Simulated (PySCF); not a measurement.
Job file and geometry (Å, from GFN2-xTB) of an NMR shielding run on `C[C@@H]1CN[Si@@H](C#N)C1`, C5H10N2Si, GIAO PBE0/pcSseg-1 NMR shielding, non-relativistic, gas phase in PySCF 2.14.0, density-fitted response routines; density fitting, a coarse starting grid and PySCF grid level 2 are the driver's defaults:

```
{"job": {"kind": "nmr", "xc": "PBE0", "basis": "pcSseg-1"}, "charge": 0, "multiplicity": 1}
C     -2.034096     0.754250     0.775698
C     -0.672480     0.552112     0.124356
C     -0.742743    -0.398363    -1.074607
N      0.623935    -0.763606    -1.394045
Si     1.670668    -0.798990    -0.040840
C      3.132089     0.320429    -0.377748
N      4.035873     0.996513    -0.572752
C      0.368406    -0.015521     1.095968
H     -1.951377     1.425474     1.627458
H     -2.433875    -0.195935     1.125742
H     -2.739131     1.183451     0.066734
H     -0.303896     1.515564    -0.242756
H     -1.343666    -1.282172    -0.816704
H     -1.209479     0.089469    -1.935403
H      0.745311    -1.258052    -2.261375
H      2.197646    -2.092919     0.404912
H     -0.091316    -0.783712     1.719269
H      0.739370     0.758324     1.764434
```

Question: What does the program print?

Answer: 
```
coarse grid: 15384 points
cycle   1  E = -594.9156469286  dE =  9.349e-01  |g| = 5.616e-01  |ddm| = 3.852e+00
cycle   2  E = -594.8021621081  dE =  1.135e-01  |g| = 9.109e-01  |ddm| = 1.137e+00
cycle   3  E = -594.9847490510  dE = -1.826e-01  |g| = 2.106e-01  |ddm| = 7.098e-01
cycle   4  E = -594.9937487310  dE = -9.000e-03  |g| = 5.811e-02  |ddm| = 1.491e-01
cycle   5  E = -594.9944369930  dE = -6.883e-04  |g| = 1.726e-02  |ddm| = 5.457e-02
cycle   6  E = -594.9945029753  dE = -6.598e-05  |g| = 3.568e-03  |ddm| = 1.755e-02
cycle   7  E = -594.9945056559  dE = -2.681e-06  |g| = 1.040e-03  |ddm| = 4.020e-03
final grid: 143672 points
cycle   8  E = -595.0392694317  dE = -3.811e-05  |g| = 8.821e-03  |ddm| = 3.075e-02
cycle   9  E = -595.0392563269  dE =  1.310e-05  |g| = 1.148e-02  |ddm| = 1.786e-02
cycle  10  E = -595.0392886189  dE = -3.229e-05  |g| = 1.801e-03  |ddm| = 1.044e-02
cycle  11  E = -595.0392892598  dE = -6.409e-07  |g| = 6.148e-04  |ddm| = 1.248e-03
cycle  12  E = -595.0392893370  dE = -7.726e-08  |g| = 1.425e-04  |ddm| = 4.639e-04
cycle  13  E = -595.0392893413  dE = -4.264e-09  |g| = 3.916e-05  |ddm| = 1.329e-04
cycle  14  E = -595.0392893416  dE = -3.188e-10  |g| = 1.280e-05  |ddm| = 5.076e-05
converged SCF energy = -595.0392893416

GIAO shielding tensors (ppm)
atom      isotropic    diamagn.    paramagn.     s11        s22        s33       span
  0 C      164.853     245.351     -80.498    148.427    157.748    188.383     39.956
  1 C      150.099     249.933     -99.834    134.181    152.225    163.890     29.708
  2 C      129.698     246.213    -116.515    103.349    128.708    157.038     53.689
  3 N      234.367     322.406     -88.039    188.239    227.618    287.245     99.005
  4 Si     385.893     879.295    -493.401    328.298    389.929    439.453    111.155
  5 C       60.868     261.997    -201.129    -53.969    -53.098    289.672    343.640
  6 N      -87.264     337.896    -425.160   -289.514   -261.987    289.710    579.224
  7 C      164.476     254.453     -89.977    145.577    158.791    189.060     43.483
  8 H       30.264      29.314       0.950     25.709     27.981     37.101     11.393
  9 H       31.022      30.073       0.949     27.193     29.109     36.763      9.570
 10 H       30.370      29.006       1.364     25.373     27.756     37.981     12.608
 11 H       29.521      33.868      -4.347     25.816     27.752     34.993      9.177
 12 H       29.048      31.683      -2.635     23.732     28.525     34.887     11.155
 13 H       28.291      30.965      -2.674     23.191     27.772     33.911     10.719
 14 H       31.144      30.936       0.208     21.673     28.243     43.516     21.843
 15 H       26.657      27.252      -0.595     22.735     24.503     32.732      9.997
 16 H       31.117      32.496      -1.380     26.511     29.702     37.136     10.625
 17 H       30.366      32.086      -1.720     26.466     27.657     36.974     10.509
```

Question: Turn these shieldings into chemical shifts. Scale: TMS for ¹³C (186.93 ppm) and ²⁹Si (349.16 ppm) and ¹H (31.72 ppm); ¹⁵N (267.73 ppm) vs NH3 (reference shieldings calculated alike).

Answer: Averaging equivalent atoms: C 5: 126.1; C 2: 57.2; C 1: 36.8; C 7: 22.4; C 0: 22.1; N 6: 355.0; N 3: 33.4; Si 4: -36.7; H 15: 5.06; H 13: 3.43; H 12: 2.67; H 11: 2.20; H 17: 1.35; H 8/9/10: 1.17; H 16: 0.60; H 14: 0.57 ppm. Experimental scales use liquid or dissolved standards, which lie at an offset from isolated NH3 (liquid NH3: subtract about 20 ppm). Unscaled 15N shifts of sp2 nitrogen come out 20 to 40 ppm too high even then.

Size and cost of the density-fitted run: 193 basis functions, 32 s wall time on 1 thread of an Arm Neoverse V2, shared host.
